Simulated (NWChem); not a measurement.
Species: CH₃BrOSe; SMILES Br[Se]OC

```xyz
7

Se     0.7855     0.6335    -0.0395
Br    -0.1555    -1.5466    -0.0456
O     -0.5622     1.6506     0.6095
C     -1.6319     1.9247    -0.2980
H     -2.2120     1.0021    -0.5190
H     -2.2908     2.6495     0.2212
H     -1.2721     2.3637    -1.2536
```
Atoms are numbered in this order, from 1.

Results from NWChem. Pople sets run with spherical d functions. Structure relaxed at the PBE-D3(BJ)/def2-SVP level. Vzz is the largest principal value of the second derivative of the potential at the nucleus (NWChem prints the opposite sign); η is the asymmetry. Non-relativistic.

| level | Vzz Se1 (a.u.) | η Se1 | Vzz Br2 (a.u.) | η Br2 | Vzz O3 (a.u.) | η O3 |
|---|---|---|---|---|---|---|
| CAM-B3LYP/def2-SVP | -9.660 | 0.29 | 7.236 | 0.19 | 1.741 | 0.87 |
| CAM-B3LYP/6-31G* | -9.179 | 0.29 | 6.644 | 0.18 | 1.696 | 0.90 |
| B3LYP/6-31G* | -8.962 | 0.27 | 6.511 | 0.20 | 1.659 | 0.89 |
| B3LYP/def2-TZVP | -9.695 | 0.27 | 7.173 | 0.20 | 1.751 | 0.88 |
